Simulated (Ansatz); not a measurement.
A run for Ansatz (an electronic-structure program): R-CCSD(T)/aug-cc-pV(D+d)Z on HF (SMILES F) with ghost functions, monomers drawn apart or pushed together. Files ending in .json are basis or fitting sets from the Basis Set Exchange.

Ansatz 0.2 input:
```yaml
crystal:
  periodic: [false, false, false]
  atoms:
    - {symbol: F, position_ang: [-0.32197108, 1.22989124, 0.10261259]}
    - {symbol: H, position_ang: [-0.03851373, 0.65189799, 0.78659770]}
basis:
  gaussian:
    orbitals: aug-cc-pV_D+d_Z.json
    ghost_atoms:
      - {symbol: S, position_ang: [0.38620076, -0.57712182, 2.32907972]}
      - {symbol: H, position_ang: [-0.19191386, 0.22750189, 3.23668591]}
      - {symbol: H, position_ang: [-0.73265942, -1.30290219, 2.16544249]}
magnetization: {spin_polarized: false}
correlation: {method: ccsd_t, electrons: outside_noble_gas}
scf: {lower_state_search: off}
```

The log:

```
WARN ansatz: RAYON_NUM_THREADS=2 ignored (pool sized by the plan → 2); use --threads N
Functional definition: HF
these checks for a lower state are left out or cut short: stability, starts, cluster_reference, orbital_swaps, neighbouring_geometries, increment
integrals: 0.06 GiB planned
645 factors; integrals over basis functions are off by at most 9.0e-4 eV
mean field: 0.10 GiB planned
mean field evaluation 1: about -2721.0344 eV, gradient 2.4e1 eV
mean field evaluation 2: about -2721.0343 eV, gradient 2.4e1 eV
mean field evaluation 4: about -2722.0105 eV, gradient 1.2e0 eV
mean field evaluation 8: about -2722.0155 eV, gradient 5.4e-5 eV
mean field -2722.01546883 eV, -100.0322234310 hartree, gradient 1.3e-6 eV, S^2 0.000000; 0 other end points of the search recorded, 0 dependent functions left out
1 core orbitals not correlated
reference -2722.01546883 eV, -100.0322234310 hartree; 4, 4 occupied and 77, 77 virtual orbitals, 645 factors
second order -6.09472672 eV of doubles, -0.00000000 eV of singles
coupled cluster: 0.22 GiB planned
cycle   1  -6.05394388 eV  change    4.1e-2 eV  update   5.3e-2
cycle   2  -6.16509801 eV  change   -1.1e-1 eV  update   1.3e-2
cycle   3  -6.19543555 eV  change   -3.0e-2 eV  update   6.6e-3
cycle   4  -6.19289492 eV  change    2.5e-3 eV  update   9.1e-4
cycle   5  -6.19231004 eV  change    5.8e-4 eV  update   3.3e-4
cycle   6  -6.19240727 eV  change   -9.7e-5 eV  update   8.0e-5
cycle   7  -6.19240884 eV  change   -1.6e-6 eV  update   2.8e-5
cycle   8  -6.19239495 eV  change    1.4e-5 eV  update   8.2e-6
cycle   9  -6.19239194 eV  change    3.0e-6 eV  update   2.3e-6
perturbative correction -0.11797274 eV, -0.0043354182 hartree
Total energy: -2728.32583351 eV, -100.2641250558 hartree
Checks for a lower state left out: stability, starts, cluster_reference, orbital_swaps, neighbouring_geometries, increment
```

The run converged.

Cost: about 2.0 core-seconds (a rough figure).
